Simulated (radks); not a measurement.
Values are calculated unless marked as measured or tabulated.
Fractional charge and spin in the 5p shell of tantalum: the spin-up occupation runs from 2 to 3 and the spin-down occupation from 2 to 3; the fullest corner is Ta2+, [Kr] 4d10 4f14 5s2 5d(up 1.5, down 1.5) 5p(up 3, down 3). Code: a radial shooting solver on a logarithmic mesh with Libxc functionals. Model: scalar-relativistic Kohn-Sham, SCAN, spin-polarised, spherical densities, finite nucleus; meta-GGA in the generalised Kohn-Sham scheme; Fermi nuclear charge, rms radius of each element as measured or else 0.836 A^(1/3) + 0.57 fm. Energy (eV) minus the two flat planes that join the four corners (they meet along the diagonal where the two added fractions sum to one electron); zero is where a piecewise linear energy would lie.

down \ up       2    2.25     2.5    2.75       3
2           0.000  -1.421  -1.851  -1.353   0.000
2.25       -1.421  -1.824  -1.266   0.209  -1.340
2.5        -1.851  -1.266   0.265  -1.167  -1.756
2.75       -1.353   0.209  -1.167  -1.640  -1.287
3           0.000  -1.340  -1.756  -1.287   0.000

Corners above the fullest one (they belong to Ta3+ and the next ion): (up 3, down 2) 62.218 eV, (up 2, down 3) 62.218 eV, (up 2, down 2) 139.95 eV. With half an added electron in each spin the energy lies 0.265 eV from the planes, and with half an added electron in spin up alone -1.851 eV. The planes are only a guide here: the flat-plane condition holds for ground states with one frontier orbital, while this shell lies below other occupied shells, so the corners above the fullest one are inner-hole states and not the ground states of those ions.
